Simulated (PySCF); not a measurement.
Species: p-chlorophenyl methyl sulfoxide, C7H7ClOS.
SMILES with atom numbers: `[CH3:1][S@:2](=[O:3])[c:4]1[cH:5][cH:6][c:7]([Cl:8])[cH:9][cH:10]1` (hydrogens: H11, H12, H13 on C1; H14 on C5; H15 on C6; H16 on C9; H17 on C10)

Computed with PySCF, PBE0-D3(BJ)/def2-SVP geometry optimisation, gas phase.

(1) Give the optimised bond lengths and angles.

Answers

(1) 
```tsv
bond	length (Å)
C1–S2	1.818
S2=O3	1.502
S2–C4	1.808
C4–C5, C4–C10	1.392
C5–C6, C9–C10	1.392
C6–C7, C7–C9	1.396
C7–Cl8	1.730
C1–H11, C1–H12, C1–H13	1.099
C5–H14, C10–H17	1.094
C6–H15, C9–H16	1.091
```

Bonds in one row agree within 0.01 Å and their mean is given. A selection of angles:
```tsv
angle	degrees
S2–C1–H11	107.7
S2–C1–H12	106.3
S2–C1–H13	110.5
H11–C1–H12	110.4
H11–C1–H13	111.4
C1–S2–O3	105.7
C1–S2–C4	96.2
O3–S2–C4	106.3
S2–C4–C5	121.7
S2–C4–C10	116.8
C5–C4–C10	121.3
C4–C5–C6	119.4
C4–C5–H14	120.9
C6–C5–H14	119.7
C5–C6–C7	119.3
C5–C6–H15	121.0
C7–C6–H15	119.7
C6–C7–Cl8	119.3
C6–C7–C9	121.2
C9–C10–H17	122.3
C4–C10–H17	118.2
```

Dihedral angles: C1–S2–C4–C5 -78° (synclinal).

S2 (sulfinyl sulfur) is pyramidal (angles 106.3°, 105.7° and 96.2°, sum 308.2°, 0.72 Å off the plane of its three neighbours). The 6-membered ring C4–C5–C6–C7–C9–C10 has internal angles of 119.3° to 121.3° (sum 720°, against 720° for a flat polygon); it is planar, 0.01 Å rms from its mean plane, widest ring torsion 2°. Of the pairs four or more bonds apart, O3···H17 is among the closest relative to their van der Waals radii: 2.34 Å, 86 % of the sum of Bondi's values.

Point group: C1 (no symmetry element, even within 0.4 Å). Whether it is a minimum is left open (no frequencies). One conformer, not necessarily the lowest.
